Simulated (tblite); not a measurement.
A tight-binding relaxation on `CC(=O)[N]C1CC1` [radical].

Computed with GFN2-xTB geometry optimisation, gas phase (tblite 0.8.0). Start geometry: from a force field or distance geometry. The command runs a driver script over a list of jobs; the input below is this job's line of settings and its coordinates in Å.

Command:
```bash
OMP_NUM_THREADS=1 python probes_run.py task.json out
```

Input:
```
{"job": {"kind": "relax", "xc": "GFN2-xTB", "basis": "xTB"}, "charge": 0, "multiplicity": 2}
C      2.347500     0.091100     0.111100
C      1.178500    -0.067400    -0.830600
O      1.056700     0.764500    -1.768900
N      0.247300    -1.134600    -0.668200
C     -1.116000    -0.927500    -0.277900
C     -1.400400     0.051500     0.810100
C     -1.692500     0.404600    -0.639000
H      3.303300    -0.215100    -0.347900
H      2.174600    -0.534900     1.008700
H      2.350300     1.189800     0.353900
H     -1.789600    -1.790900    -0.447700
H     -0.492100     0.550300     1.215700
H     -2.319100     0.004000     1.436900
H     -2.740100     0.366300    -0.986100
H     -1.112700     1.256400    -1.003300
```

Output:
```
step      E/eV     max force
  0    -589.34533    3.226
  1    -589.68722    2.511
  2    -589.85986    1.079
  3    -589.93430    0.801
  4    -590.01605    0.621
  5    -590.05652    0.439
  6    -590.08833    0.318
  7    -590.10389    0.243
  8    -590.11483    0.217
  9    -590.12382    0.227
... (41 lines left out)
 51    -590.25389    0.103
 52    -590.25497    0.078
 53    -590.25564    0.066
 54    -590.25608    0.054
 55    -590.25632    0.046
 56    -590.25647    0.041
 57    -590.25656    0.016
 58    -590.25659    0.012
 59    -590.25661    0.013
 60    -590.25662    0.008
```

«max force» is the largest atomic force in eV/Å.

Question: From which step on does the largest force stay under 0.1 eV/Å, and how much energy is left to gain from there?

Answer: From step 52 (0.078 eV/Å), 1.7 meV above the end.

Main results: energy lowered by 21.0 kcal/mol over 60 steps; largest atomic force 0.008 eV/Å at the end.

Hardware: one thread of an Intel Xeon 6975P-C, shared host with 192 logical CPUs at a one-minute load of 78. Cost: 0.25 s wall.
Labels such as C1 count atoms from 1, the log's own numbers from 0.
